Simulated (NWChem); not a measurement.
Molecule: CH4STe; SMILES S(C)[TeH]

```xyz
7

Te     0.0263     0.8501     0.0265
H      0.1865     1.0103    -1.6326
S     -0.6628    -1.4535     0.0045
C      0.9052    -2.3685     0.0186
H      1.4774    -2.2068    -0.9051
H      0.6233    -3.4312     0.0824
H      1.5184    -2.1096     0.8923
```
Atoms are numbered in this order, from 1.

Computed with NWChem. All runs use the structure optimised with PBE0/def2-SVP. No frequency run checked for a minimum. def2 effective core potentials on Te; no spin-orbit coupling. Ions are spin-unrestricted doublets at the neutral geometry; other ion states weren't tried.

Question: Predict the results for PBE0/def2-SVP. Quantities: vertical ionisation energy, ΔSCF (eV); −ε(HOMO) (eV).

Answer: 
- vertical ionisation energy, ΔSCF (eV) = 8.61
- −ε(HOMO) (eV) = 6.46
